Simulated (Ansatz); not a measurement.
`[CH3][Al]([CH3])[SnH3]` + HCl → `[CH3][Al]([CH3])[Cl]` + `[SnH4]`  (cleavage of the Al–Sn bond)

Gas-phase electronic energies from Ansatz, PBE0-D4/def2-TZVP geometries. CBS: MP2 limit from def2 TZ/QZ plus the TZ coupled-cluster correction, frozen cores. This one scheme is used for every species. DFT in def2-TZVPP. B3LYP here is the variant with VWN-RPA as its local correlation; programs differ in this. Elements past krypton have def2 core potentials. For Sn outer-core shells are correlated without core-valence functions, which leaves a few kJ/mol of doubt a bond.

```csv
level,ΔE (kcal/mol),difference from CCSD(T)/CBS
PBE-D4,-28.7,1.5
PBE0-D4,-30.0,0.2
B3LYP-D4,-31.6,-1.4
ωB97X-V,-32.7,-2.5
ωB97M-V,-32.9,-2.7
r2SCAN,-32.4,-2.2
PBE0,-30.4,-0.2
B3LYP,-32.1,-1.9
HF/def2-TZVPP,-36.3,-6.1
MP2/def2-TZVPP,-32.0,-1.8
SCS-MP2/def2-TZVPP,-32.4,-2.2
CCSD/def2-TZVPP,-31.7,-1.5
CCSD(T)/def2-TZVPP,-31.3,-1.1
HF/def2-QZVPP,-36.3,-6.1
MP2/def2-QZVPP,-31.4,-1.2
HF/CBS(def2),-36.3,-6.1
CCSD(T)/CBS,-30.2,0
```

Largest T1 diagnostic among the species: 0.013.

From PBE to PBE0 (25 % exact exchange), in def2-TZVPP and without D4, ΔE moves by −1.3 kcal/mol. In def2-TZVPP, CCSD(T) changes the Hartree–Fock value by +5.0 kcal/mol (the triples alone add +0.4 kcal/mol) and MP2 by +4.3 kcal/mol.
